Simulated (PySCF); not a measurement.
Vertical excitation energies

C5H8O3S.
SMILES: `C=CS(=O)(=O)OC1CC1`

Level of theory: TDDFT B3LYP/def2-SVPD, vertical, gas phase, core orbitals frozen in the response in PySCF. Isolated species at its PBE0-D3(BJ)/def2-SVP geometry (one conformer only). Torsions of this conformer, `[CH2:1]=[CH:2][S:3](=[O:4])(=[O:5])[O:6][CH:7]1[CH2:8][CH2:9]1`: C1–C2–S3–O4 133°, C2–S3–O6–C7 86°, S3–O6–C7–C8 -92°.

```tsv
state	E (eV)	ν̃ (cm⁻¹)	f	main configurations (H = HOMO, L = LUMO)
S1	5.67	45730	0.028	H→L (93%)
S2	6.10	49230	0.025	H-1→L (68%), H-3→L (23%)
S3	6.15	49630	0.0036	H-2→L (84%), H-3→L (10%)
S4	6.59	53110	0.046	H-5→L (46%), H-3→L (40%), H-2→L (8%)
S5	6.62	53410	0.0047	H-4→L (91%)
S6	7.11	57330	0.131	H-5→L (38%), H-3→L (18%), H-6→L (16%)
```

The lowest singlet lies at 5.67 eV (219 nm, ultraviolet) and is weak; its leading configuration is HOMO→LUMO (93%). The strongest level in the table is S6 at 7.11 eV (174 nm, f = 0.131). It is the last of those listed, so stronger ones may follow. Löwdin shares by element: HOMO carbon 51% or more, oxygen 27% or more (atoms not listed hold the other 23%); LUMO carbon 68% or more, sulfur 6%, hydrogen 6% or more (atoms not listed hold the other 20%). Of the 6 states listed, 4 reach f = 0.01 and none stays under 0.0005. Orbital energies (eV): HOMO-3 -9.00, HOMO-2 -8.69, HOMO-1 -8.60, HOMO -8.16, LUMO -1.70, LUMO+1 0.18, LUMO+2 0.50. Weighted by f, the mean energy of these states is 6.71 eV. The window holds the lowest 6 singlets.
